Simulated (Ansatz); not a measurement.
`[SiH3][SiH2]SS`, charge 0, multiplicity 1.

(1) Give a relaxed structure at PBE0-D4/def2-TZVP (Ansatz). (Best estimate.)

Answers

(1) The calculation gave: 
```xyz
10

Si    1.051   -1.663    0.484
Si    0.293    0.480   -0.088
S    -1.817    0.517    0.310
S    -2.219    2.476   -0.200
H     0.350   -2.690   -0.331
H     0.800   -1.930    1.925
H     2.513   -1.751    0.221
H     0.974    1.527    0.717
H     0.530    0.758   -1.530
H    -2.474    2.278   -1.508
```
This is one stationary point; other conformers may exist.
